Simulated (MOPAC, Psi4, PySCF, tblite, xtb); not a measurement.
Dimer C2H6O ··· CH4S (SMILES COC and CS) at R = 3.77 Å between the centres of mass, closest contact 2.07 Å (lowest of the rigid-body minima from ten starts at GFN2-xTB). Geometry in Å and degrees:

```
O
C 1 1.4092
H 2 1.0889 1 107.47
H 2 1.0983 3 109.03 1 -120.94
H 2 1.0983 3 109.03 4 -118.12
C 1 1.4092 2 112.50 3 -180.00
H 6 1.0889 1 107.47 2 -179.96
H 6 1.0983 7 109.03 1 120.94
H 6 1.0983 7 109.03 8 118.12
H 1 2.0736 2 105.36 3 -66.28
S 10 1.3428 1 162.20 2 -54.22
C 11 1.8231 10 97.07 1 112.10
H 12 1.0879 11 111.32 10 61.83
H 12 1.0879 13 110.35 11 124.12
H 12 1.0886 13 108.79 14 119.28
```

Computed with: GFN2-xTB (tblite); SAPT0/jun-cc-pVDZ, frozen core (Psi4); B3LYP/def2-TZVP, counterpoise-corrected (Psi4); B3LYP-D3(BJ)/def2-TZVP, counterpoise-corrected (Psi4); PBE/def2-TZVP, counterpoise-corrected (Psi4); PBE-D3(BJ)/def2-TZVP, counterpoise-corrected (Psi4); HF/aug-cc-pVDZ, counterpoise-corrected (Psi4); MP2/aug-cc-pVDZ = Psi4 with DF-MP2/aug-cc-pVDZ, frozen core, counterpoise-corrected; SCS-MP2/aug-cc-pVDZ = DF-SCS-MP2/aug-cc-pVDZ, frozen core, counterpoise-corrected (Psi4); AM1, restricted, heats of formation (MOPAC); PM6, restricted, heats of formation (MOPAC); GFN1-xTB (xtb); RKS-B3LYP/6-31G* = PySCF with restricted B3LYP/6-31G*, spherical d, no counterpoise correction; RKS-M06-2X/6-31G* = restricted M06-2X/6-31G*, spherical d, no counterpoise correction in PySCF 2.14.0; RMP2/6-31G* = restricted MP2 (frozen core)/6-31G*, spherical d, no counterpoise correction run with PySCF; RKS-BP86/6-31G* = restricted BP86/6-31G*, spherical d, no counterpoise correction run with PySCF.

Task: What interaction energy does each level give?

Result: 
| method | E_int / kJ/mol |
|---|---|
| RKS-M06-2X/6-31G* | -17.00 |
| GFN2-xTB | -15.91 |
| RMP2/6-31G* | -15.17 |
| PM6 | -14.33 |
| PBE-D3(BJ)/def2-TZVP | -14.03 |
| B3LYP-D3(BJ)/def2-TZVP | -13.17 |
| MP2/aug-cc-pVDZ | -11.73 |
| SAPT0/jun-cc-pVDZ | -10.59 |
| RKS-B3LYP/6-31G* | -10.43 |
| RKS-BP86/6-31G* | -9.88 |
| GFN1-xTB | -8.09 |
| SCS-MP2/aug-cc-pVDZ | -7.71 |
| PBE/def2-TZVP | -7.32 |
| B3LYP/def2-TZVP | -2.77 |
| AM1 | -2.31 |
| HF/aug-cc-pVDZ | 2.10 |
